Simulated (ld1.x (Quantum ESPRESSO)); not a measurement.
Building the PAW potential for barium (PBE, scalar-relativistic).

| Item | Value |
| --- | --- |
| Element | Ba |
| Generator | ld1.x (Quantum ESPRESSO) 7.5 |
| Type | PAW |
| Functional | PBE |
| Relativity | scalar-relativistic |
| Frozen core | [Kr] 4d10 |
| Valence charge | 10 |
| Reference configuration | 5s2 5p6 5d0 6s1.75 6p0 (charge +0.25) |
| Partial waves | 5s (bound): rcut 3.00, rcutus 3.25 bohr; 6s (bound): rcut 3.00, rcutus 3.25 bohr; 5p (bound): rcut 2.50, rcutus 2.70 bohr; 6p (bound, empty): rcut 2.50, rcutus 2.70 bohr; 5d (bound, empty): rcut 2.65, rcutus 3.05 bohr; 5d channel at 2.7 Ry: rcut 2.65, rcutus 3.05 bohr |
| Local potential | all-electron potential smoothed inside 2.40 bohr (lloc = -1) |
| Core correction | a·sin(br)/r model core, default radius (ld1.x builds one for every PAW set, though the input has nlcc=.false.) |
| Augmentation charge | BESSEL, radius 2.00 bohr |

All-electron outer shells of the reference configuration (PBE, scalar-relativistic, ld1.x):

```tsv
shell	level (eV)	outermost node (bohr)	outermost maximum (bohr)
4p	-182.32	0.35	0.65
4d	-91.00	0.32	0.70
5s	-34.99	0.80	1.47
5p	-20.04	0.86	1.67
6s	-4.27	1.96	4.05
5d	-3.20	1.00	2.46
6p	-2.12	2.35	5.21
```

Question: Does the generator finish with these settings?

Answer: Yes, a potential is produced and its reference levels are reproduced.

Question: Estimate the cutoffs (Ry, on a coarse ladder) from which the occupation-weighted sum of valence levels, in a spherical-Bessel basis at the reference potential, stays within 10 and 1 mRy of its value at 400 Ry.

Answer: 10 Ry and 18 Ry.

Question: What does a ghost test show?

Answer: No extra level below or beside the all-electron valence levels (s, p, d, f tested).

Question: Is the overlap operator S = 1 + Σ q|β⟩⟨β| positive definite (Bessel basis up to 400 Ry)?

Answer: Barely: its lowest eigenvalue is 0.024 (s channel).

Its largest configuration-test error is +8.9 meV (5s2 5p6 5d0 6s0 6p0). 1 of 7 tests not solved or not reliable. Not counted: 5s2 5p6 5d0 6s0 6p2 (pseudo-atom not self-consistent, printed error +14 meV).
